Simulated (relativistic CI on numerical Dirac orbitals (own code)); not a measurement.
**Co²⁺ in a cubic cluster: L2,3 absorption with charge transfer**

Computed with a charge-transfer multiplet model of a cubic metal-ligand cluster with up to 3 ligand holes, Slater and spin-orbit integrals from Dirac-Coulomb-Breit ions, Slater integrals scaled by 0.9. The ground state mixes d7 with configurations of k ligand holes L, whose averages lie at kΔ + k(k − 1)U_dd/2; a core hole lowers each added d electron by U_cd. 20 K, Lorentzian 0.4 eV and Gaussian 0.3 eV FWHM.

Atomic integrals in eV (Slater integrals scaled, ζ unscaled), ground: F2dd 10.387, F4dd 6.447, zeta_d 0.063; with the core hole: F2dd 11.102, F4dd 6.898, zeta_d 0.084, zeta_core 9.670, F2cd 6.560, G1cd 4.914, G3cd 2.793.

Cluster parameters (eV): Δ = 6.3, U_dd = 7.6, 10Dq = 0.9, 10Dq(ligand) = 1.5, V(eg) = 1.5, V(t2g) = -0.77, final-state hopping factor = 1.

```csv
Case,n_d,d7,d8L,d9L2,d10L3,S
U_cd = 8.7 eV,7.07,0.93,0.07,0.00,0.00,1.50
U_cd = 9.3 eV,7.07,0.93,0.07,0.00,0.00,1.50
U_cd = 9.9 eV,7.07,0.93,0.07,0.00,0.00,1.50
U_cd = 10.5 eV,7.07,0.93,0.07,0.00,0.00,1.50
U_cd = 11.1 eV,7.07,0.93,0.07,0.00,0.00,1.50
```

Weights, n_d and S are thermal averages at 20 K. Photon energies count from the first peak over 30 % of the highest in each spectrum, which can be another peak from case to case. The parameters are a model scan and need not match a compound or its usual spin state. Peaks in eV (height, largest 100):
- U_cd = 8.7 eV: 0.0 (55), 1.1 (89), 2.0 (90), 3.2 (100), 5.2 (12), 16.8 (20), 17.5 (32), 17.8 (32), 19.3 (5)
- U_cd = 9.3 eV: 0.0 (55), 1.2 (88), 2.1 (89), 3.3 (100), 5.2 (11), 16.8 (20), 17.5 (31), 17.8 (31), 19.3 (6)
- U_cd = 9.9 eV: 0.0 (55), 1.1 (87), 2.0 (88), 3.2 (100), 5.1 (11), 16.8 (20), 17.5 (30), 19.2 (6)
- U_cd = 10.5 eV: 0.0 (55), 1.2 (87), 2.0 (86), 3.2 (100), 5.0 (11), 6.0 (9), 7.5 (7), 16.8 (20), 17.5 (29), 19.1 (6)
- U_cd = 11.1 eV: 0.0 (55), 1.2 (87), 2.0 (85), 3.2 (100), 5.6 (11), 7.1 (10), 16.8 (20), 17.5 (27), 18.1 (26)

For the case U_cd = 9.3 eV, Δ = 6.3 eV is smaller than U_dd = 7.6 eV, the charge-transfer side of the Zaanen-Sawatzky-Allen scheme. With the core hole the configuration with one ligand hole lies at Δ + U_dd − U_cd = 5.2, 4.6, 4.0, 3.4, 2.8 eV from the one without, in the order of the table; where this is negative the screened configuration lies lower, though the effective hopping of about 2.2 eV (from the holes of the mixed ground state) mixes the two strongly wherever it is as large as the gap.
